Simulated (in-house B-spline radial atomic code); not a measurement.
A fraction x of an electron is removed from 3p in Kr2+, starting from [Ar] 3d10 4s2 4p4 and keeping the highest spin. All numbers are computed (non-relativistic BLYP, spin-polarised, spherical fractional occupations; point nucleus) with a radial B-spline atomic code at the basis-set limit, not measured.

```tsv
x	E(x) - E(0) (eV)	3p down level (eV)
0	0.0000	-217.983
0.11	24.1450	-221.021
0.16	35.2307	-222.409
0.34	?	?
0.46	103.2139	-230.839
0.5	112.4702	-231.976
0.62	140.5126	-235.402
0.67	152.3186	-236.837
0.87	200.2633	-242.620
0.96	?	?
1	232.0503	-246.415
```

Task: What belongs in the row x = 0.34?

Result: An energy change of 75.7170 eV; 3p down at -227.447 eV.

Task: What belongs in the row x = 0.96?

Result: An energy change of 222.2171 eV; 3p down at -245.245 eV.

Task: Check Janak's theorem between x = 0.11 and 0.16.

Result: The slope of the energy is 221.71 eV; the orbital levels give 221.71 eV (-ε of the emptying orbital, averaged over the two points).
